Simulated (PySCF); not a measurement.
Computed shifts of a molecule C₃H₇BO₃, PBE/pcSseg-1 (PySCF), GIAO, gas phase, equivalent atoms averaged, in ppm (number of nuclei): ¹³C: 73.2 (1), 68.2 (1), 43.4 (1). ¹H: 4.44 (1), 4.44 (1), 4.33 (1), 4.30 (1), 2.63 (1), 2.41 (1), 0.63 (1). References: ¹⁷O against H2O (σ = 334.3 ppm); ¹¹B against BF3 (σ = 83.9 ppm); ¹³C against TMS (σ = 182.0 ppm); ¹H against TMS (σ = 31.49 ppm), references at their B3LYP-D3(BJ)/def2-TZVP geometries, non-relativistic. The structure is a stationary point at B3LYP-D3(BJ)/def2-SVP. Other conformers were not sampled.

### Question
Which structure fits?
(A) OB1OCC[C@H]1O
(B) C/C=C/OB(O)O
(C) COB(C=O)OC
(D) OCB1COCO1

### Answer
A, OB1OCC[C@H]1O
